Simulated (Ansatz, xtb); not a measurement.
Two isomers of B2Cl2H4O2

Structure I: `Cl[B@H-]1[OH+][B@H-](Cl)[OH+]1`, a singlet. Structure II: `[H]/[O+]=[BH-]\[OH+][BH-](Cl)Cl`, a singlet. Both are isolated molecules in the gas phase, relaxed with PBE0-D4/def2-SVP; each stands in its lowest conformer found.

I (Å):

| atom | x (Å) | y (Å) | z (Å) |
| --- | --- | --- | --- |
| B | -0.5398 | 1.4371 | -0.3845 |
| B | 1.0607 | 0.1904 | 0.4469 |
| Cl | -1.3088 | 1.0120 | -1.9597 |
| Cl | 1.8306 | 0.6143 | 2.0220 |
| O | 0.9990 | 1.4364 | -0.4664 |
| O | -0.4781 | 0.1917 | 0.5295 |
| H | -0.9730 | 2.4173 | 0.1667 |
| H | 1.4126 | 2.2149 | -0.0685 |
| H | 1.4932 | -0.7895 | -0.1051 |
| H | -0.8923 | -0.5870 | 0.1325 |

II (Å):

```xyz
10

B     0.7181    1.3715   -0.3998
B    -1.8741    0.9892   -1.2694
Cl   -3.3222    1.9124   -0.6737
Cl   -1.3800    1.3640   -3.0005
O     1.2463    0.8170   -1.4760
O    -0.6803    1.5974   -0.3484
H     0.6143    0.7150   -2.2148
H     1.3553    1.7015    0.5632
H    -1.0512    2.0768    0.4076
H    -1.9010   -0.1941   -1.0409
```

Which of the two would you expect CCSD(T)/def2-SVP + ΔMP2/def2-TZVPP electronic energies to favour?

CCSD(T)/def2-SVP + ΔMP2/def2-TZVPP gives E(II) − E(I) = −0.008 eV, slightly favouring structure II, which is too small a margin to settle the true order.

Level by level:

| level | geometry | E(II) − E(I) (eV) | departure from the last row (eV) | job, with rough time for the two |
| --- | --- | --- | --- | --- |
| GFN2-xTB | GFN2-xTB | −0.299 | −0.291 | optimisation, 0.21 s |
| HF/STO-3G | GFN2-xTB | +0.847 | +0.855 | single point, 0.4 s |
| r2SCAN-D4/def2-SVP | GFN2-xTB | −0.016 | −0.008 | single point, 4.7 s |
| PBE0-D4/def2-SVP | PBE0-D4/def2-SVP | −0.001 | +0.006 | optimisation, 43 s |
| HF/def2-SVP | PBE0-D4/def2-SVP | −0.199 | −0.191 | part of the CCSD(T) run |
| MP2/def2-SVP | PBE0-D4/def2-SVP | −0.016 | −0.009 | part of the CCSD(T) run |
| CCSD(T)/def2-SVP | PBE0-D4/def2-SVP | −0.027 | −0.019 | single point |
| CCSD(T)/def2-SVP + ΔMP2/def2-TZVPP | PBE0-D4/def2-SVP | −0.008 |  | single point, 42 s |

As drawn, II has 1 B=O in place of 2 B–O. Structure I has a 4-membered ring, II no ring.

The largest departure from CCSD(T)/def2-SVP + ΔMP2/def2-TZVPP is that of HF/STO-3G, 0.855 eV. The last row adds to CCSD(T) the change of the MP2 difference between the two basis sets, here +0.019 eV.

With thermal terms from frequencies at re-optimised GFN2-xTB minima (ideal gas, soft modes damped towards free rotors, one conformer each, 298.15 K, 1 atm): on the last row, ΔE + ΔZPE = −0.025, ΔH = −0.006, ΔG = −0.052 eV.

The correlated steps freeze 14 core orbitals. Mirror images aren't counted in ΔG. Codes used: Ansatz 0.2.0, xtb 6.7.1; the last row on 2 threads of Arm Neoverse V1 on a shared host.
